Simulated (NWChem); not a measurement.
System: C2H8N2Si; SMILES C/N=C/[SiH2]N

Input file for NWChem:

```
start job
memory heap 200 mb stack 900 mb global 1100 mb
geometry units angstroms noautosym nocenter noautoz
  C     -0.231369     2.636085     0.015056
  N     -0.332004     1.204602    -0.031054
  C      0.715698     0.494950     0.082856
  Si     0.525810    -1.389341     0.006490
  N     -1.175383    -1.629773     0.043078
  H     -0.648543     3.061279    -0.912571
  H     -0.857524     3.018930     0.837627
  H      0.804061     3.008643     0.147898
  H      1.713027     0.975199     0.215670
  H      1.231801    -1.886615    -1.224503
  H      1.249608    -2.003501     1.165861
  H     -1.705484    -0.775868    -0.118009
  H     -1.639467    -2.458314    -0.303935
end
basis spherical
  C library 3-21g
  N library 3-21g
  Si library 3-21g
  H library 3-21g
end
dft
  xc b3lyp
  iterations 150
end
cosmo
  do_cosmo_smd true
  solvent water
end
task dft energy
```

Coordinates come from a PBE0/def2-SVP optimisation. Solvent: water.

Solvent water, SMD (1 M gas to 1 M solution), gas-phase geometry. Reactions with the solvent are ignored.

Task: Give the results of this calculation. (B3LYP/3-21G, SMD on the gas-phase geometry.) Quantities: basis functions; solvation free energy (kcal/mol); cavity-dispersion-structure term (kcal/mol); dipole in solution (D).

Result: 
```
Item                                         Value
-------------------------------------------  -----
number of basis functions                       65
solvation free energy (kcal/mol)              -2.1
cavity-dispersion-structure term (kcal/mol)    3.4
dipole in solution (D)                        1.74
```
